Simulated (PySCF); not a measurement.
**IOBr: from structure and modes to constants**

Method: PBE0 in PySCF with I def2-TZVP with ECP28, O def2-TZVP, Br def2-TZVP; scalar-relativistic core potentials, no spin–orbit coupling; density-fitted integrals.

The singlet minimum has Cs symmetry. Masses (u): I 126.90447, O 15.99492, Br 78.91834.

```xyz
3
charge 0 multiplicity 1, angstrom
I    -0.6277    0.0000   -0.5945
O    -2.0720    0.0000    0.4903
Br    1.4323    0.0000    0.8600
```

Harmonic wavenumbers (cm⁻¹): 162.5 (a', ×1), 245.8 (a', ×1), 823.1 (a', ×1).

Task: Find the principal moments of inertia and the rotational constants. What kind of rotor is it?

Result: About the centre of mass I = 38.926, 348.71, 387.63 u Å². With B = 16.8576/I this gives 0.4331, 0.04834, 0.04349 cm⁻¹. The molecule is an asymmetric top with κ = -0.98.

Task: What is the harmonic zero-point energy?

Result: Half the sum of all 3 wavenumbers, 1231/2 = 616 cm⁻¹, which is 7.4 kJ/mol (1 cm⁻¹ = 0.0119627 kJ/mol).

Task: Find the vibrational entropy and heat capacity at 298.15 K.

Result: With u = 1.43878 ω/T, each mode gives S = R[u/(eᵘ−1) − ln(1−e⁻ᵘ)] and C = R u² eᵘ/(eᵘ−1)².
```csv
ω (cm⁻¹),u,S (J/(mol K)),C (J/(mol K))
162.5,0.784,10.54,7.90
245.8,1.186,7.37,7.40
823.1,3.972,0.79,2.57
```
The sums over all modes are S = 18.7 and C = 17.9 J/(mol K); the softest mode gives 56 % of the entropy.

Task: Give the standard entropy (298.15 K, 1 bar) by its translational, rotational, vibrational and spin parts, and Cp.

Result: Sackur–Tetrode with M = 221.82 u gives 176.2; rotation with symmetry number 1 gives 112.9; vibration 18.7; spin R ln 1 = 0.0. The total is 307.8 J/(mol K), and Cp = 4 R + 17.9 = 51.1 J/(mol K).

This need not be the most stable arrangement of these atoms.
